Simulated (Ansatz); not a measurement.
Consider the formal exchange of groups at the Al–F bond: `C[CH2][Al]([F])[Cl]` + SiH₄ → `C[CH2][Al]([SiH3])[Cl]` + H–F.

Calculated with Ansatz (gas phase, PBE0-D4/def2-TZVP geometries, no zero-point term in ΔE). CCSD(T)/CBS adds triple-zeta CCSD(T) − MP2 to the extrapolated MP2 energy (def2 sets, frozen cores). This one scheme is used for every species. DFT in def2-TZVPP. B3LYP here is the variant with VWN-RPA as its local correlation; programs differ in this. Each species was taken in one conformer, which may not be the lowest.

| level | ΔE (kJ/mol) | difference from CCSD(T)/CBS |
| --- | --- | --- |
| PBE-D4 | 161.8 | -19.0 |
| r2SCAN-D4 | 183.8 | 3.0 |
| B3LYP-D4 | 185.8 | 5.0 |
| ωB97X-V | 184.0 | 3.2 |
| ωB97M-V | 189.0 | 8.2 |
| PBE | 166.1 | -14.7 |
| r2SCAN | 185.3 | 4.5 |
| PBE0 | 168.9 | -11.9 |
| B3LYP | 192.5 | 11.7 |
| HF/def2-TZVPP | 206.0 | 25.2 |
| SCS-MP2/def2-TZVPP | 193.8 | 13.0 |
| CCSD(T)/def2-TZVPP | 181.7 | 0.9 |
| HF/def2-QZVPP | 208.6 | 27.8 |
| MP2/def2-QZVPP | 189.3 | 8.5 |
| MP2/CBS(def2) | 188.1 | 7.3 |
| CCSD/CBS(def2) | 184.3 | 3.5 |
| CCSD(T)/CBS | 180.8 | 0 |

Largest T1 diagnostic among the species: 0.011.

In def2-TZVPP, CCSD(T) changes the Hartree–Fock value by −24.3 kJ/mol (the triples alone add −3.5 kJ/mol) and MP2 by −17.1 kJ/mol. The D4 term adds −6.7 kJ/mol with B3LYP and −4.1 kJ/mol with PBE0; it sums over pairs of atoms, weighted by their polarisabilities, and B3LYP, whose exchange is more repulsive, gets the larger term.

CCSD(T)/CBS has its own doubt, a few kJ/mol and more with outer-core shells, so smaller differences from it don't rank the levels.
